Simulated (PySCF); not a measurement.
C₃H₆NO, multiplicity 2. Atoms are numbered in the order given.

```xyz
11

C      1.8399     0.5869     0.2410
N      0.7502    -0.3084     0.4580
C     -0.4628    -0.1011    -0.1260
C     -1.6714    -0.6888     0.5576
O     -0.5058     0.4347    -1.2501
H      2.6344     0.0990    -0.3695
H      1.5482     1.5456    -0.2420
H      2.3220     0.7899     1.2256
H     -2.5400    -0.0178     0.4153
H     -1.4805    -0.8532     1.6354
H     -1.9228    -1.6652     0.0944
```
Charge 0, spin multiplicity 2.

Geometry optimised at PBE-D3(BJ)/def2-SVP. The isomer is the one that the SMILES or the coordinates give; other isomers of the formula were not compared.

The numbers are results of PBE-D3(BJ)/def2-SVP in PySCF 2.14.0, not measurements.

Harmonic, unscaled wavenumbers; measured fundamentals usually lie a few per cent lower.

```tsv
mode	ν (cm⁻¹)	IR (km/mol)	moving atoms (share of kinetic energy)
1	49	1.3	H 94 %
2	128	7.2	H 73 %, N 15 %, C 8 %
3	174	4.9	H 49 %, C 27 %, N 19 %
4	252	15.2	C 35 %, H 26 %, O 20 %, N 19 %
5	390	1.1	C 36 %, H 29 %, O 22 %, N 14 %
6	533	28.4	O 32 %, C 29 %, N 27 %, H 11 %
7	577	2.5	C 50 %, H 34 %, O 9 %, N 8 %
8	784	6.2	C 44 %, N 25 %, H 22 %, O 9 %
9	939	19.4	H 58 %, C 32 %, O 9 %
10	995	8.2	H 53 %, C 45 %
11	1017	2.7	H 64 %, C 23 %, N 11 %
12	1044	7.5	H 68 %, C 24 %
13	1102	19.6	C 45 %, N 31 %, H 24 %
14	1293	7.9	H 57 %, C 31 %, N 12 %
15	1319	19.1	H 75 %, C 24 %
16	1345	35.7	H 79 %, C 15 %
17	1364	22.6	H 88 %
18	1388	9.9	H 96 %
19	1408	29.1	H 69 %, C 24 %
20	1414	43.6	H 85 %, C 11 %
21	1564	111.4	C 60 %, O 35 %
22	2913	11.5	H 98 %
23	2981	5.2	H 91 %, C 9 %
24	2983	0.7	H 97 %
25	3021	15.0	H 90 %, C 10 %
26	3074	2.1	H 91 %, C 9 %
27	3100	1.6	H 90 %, C 10 %
```
